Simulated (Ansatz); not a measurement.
Tuning the range parameter of LC-ωPBE so that −HOMO meets the ionisation energy; basis def2-TZVPD, Ansatz. System: Ag₃⁻ (the lowest singlet isomer of a short search). The state is a singlet with charge -1. Geometry: PBE-D4/def2-TZVPD. The ionised state is a doublet.

Geometry of the singlet:

| atom | x (Å) | y (Å) | z (Å) |
| --- | --- | --- | --- |
| Ag1 | 1.9586 | -0.0660 | -1.7912 |
| Ag2 | -1.9565 | 0.0737 | 1.7926 |
| Ag3 | -0.0021 | -0.0077 | -0.0014 |

In the def2 sets Ag takes a core potential; there is no spin–orbit coupling. The structure comes from a short search, and lower isomers may exist.

```csv
ω (1/bohr),HOMO (eV),LUMO (eV),vertical IE (eV),HOMO + IE (eV)
0.1,-1.57,2.64,2.38,0.81
0.15,-1.90,3.00,2.33,0.43
0.2,-2.10,3.24,2.25,0.15
```

Task: Estimate the row for 0.3 bohr⁻¹.

Result: 
| ω (1/bohr) | HOMO (eV) | LUMO (eV) | vertical IE (eV) | HOMO + IE (eV) |
| --- | --- | --- | --- | --- |
| 0.3 | -2.27 | 3.51 | 2.08 | -0.19 |

Task: Where does the tuning condition hold?

Result: Near ω = 0.24 bohr⁻¹, by linear interpolation.
